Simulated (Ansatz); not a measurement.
`O[Si]1(F)C=N1`. The species carries charge 0 and has multiplicity 1.

Cartesian coordinates in Å:
```
O 1.600 0.700 0.325
Si 0.315 -0.281 0.349
F 0.639 -1.336 1.473
C -1.288 -0.009 -0.280
N -0.564 -0.759 -1.066
H 1.619 1.383 -0.348
H -2.321 0.302 -0.454
```

Question: What are the harmonic wavenumbers in cm⁻¹ at PBE0-D4/def2-TZVP (Ansatz, finite differences of forces, unscaled)? (Best estimate.)

Answer: The calculation gave: 223, 274, 313, 329, 331, 704, 786, 826, 846, 1012, 1038, 1233, 1501, 3095, 3920.

Question: Is this a minimum?

Answer: Yes, all 15 modes are real.

Question: Give the ideal-gas thermochemistry at 298.15 K and 1 bar (rigid rotor, harmonic oscillator; point group C1, symmetry number 1).

Answer: Zero-point energy 98.3 kJ/mol; H(298) − E = 114.9 kJ/mol; entropy 308.0 J/(mol·K), of which translation 165.1, rotation 107.5, vibration 35.4; G(298) − E = 23.1 kJ/mol.
